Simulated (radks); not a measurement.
Values are calculated unless marked as measured or tabulated.
Problem. Valence configurations of the selenium ion Se3+ (all share [Ar]). Level of theory: Dirac Kohn-Sham, BLYP, spin-unpolarised, spherical densities, finite nucleus; open shells fill j = l - 1/2 first; Fermi nuclear charge, rms radius 4.14 fm (a radial shooting solver on a logarithmic mesh with Libxc functionals). Order these by energy: 3d10 4s1.5 4p1.5; 3d9 4p4; 3d10 4p3; 3d9 4s1 4p3; 3d8 4s2 4p3; 3d9 4s2 4p2; 3d10 4s2 4p1; 3d8 4p5; 3d7 4s2 4p4; 3d10 4s1 4p2.

Solution. From the lowest, in eV above it: 3d10 4s2 4p1 0.000; 3d10 4s1.5 4p1.5 6.262; 3d10 4s1 4p2 12.553; 3d10 4p3 25.835; 3d9 4s2 4p2 56.980; 3d9 4s1 4p3 70.939; 3d9 4p4 85.020; 3d8 4s2 4p3 124.95; 3d8 4p5 154.52; 3d7 4s2 4p4 203.86. NIST lists [Ar] 3d10 4s2 4p1 as the ground configuration; this level of theory agrees among the configurations tried. The energies are those of spherical spin-averaged densities, not of single terms.
